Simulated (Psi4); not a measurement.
Conformational energy of H6ClNSi2, SMILES N[SiH2][SiH2]Cl. Scanned: dihedral N1–Si2–Si3–Cl4; all other coordinates were relaxed at B3LYP-D3(BJ)/def2-SVP. Points at φ and −φ are mirror images.

Geometry of the scan point at -150° (Å):
```
10

N      1.6973    -0.4544     0.3991
Si     0.5550     0.7528    -0.1168
Si    -1.5747    -0.1575     0.2952
Cl    -2.9413     0.5991    -1.0990
H      2.6667    -0.1942     0.5595
H      1.6426    -1.3912     0.0097
H      0.6102     1.1665    -1.5578
H      0.7839     1.9748     0.7074
H     -2.0812     0.1535     1.6619
H     -1.5424    -1.6420     0.1371
```

Method: DF-MP2 (frozen core)/cc-pVTZ // B3LYP-D3(BJ)/def2-SVP (Psi4).

Scanned values (°): -150, -120, -90, -60, -30, 0, 30, 60, 90, 120, 150, 180.

Q: Locate the minima and the barriers on this grid.

A: Lower than their neighbours: -60° (0.0 kcal/mol), 60° (0.0 kcal/mol), 180° (0.5 kcal/mol). Higher than their neighbours: -120° (1.3 kcal/mol), 0° (0.9 kcal/mol), 120° (1.3 kcal/mol). The whole profile spans 1.3 kcal/mol.
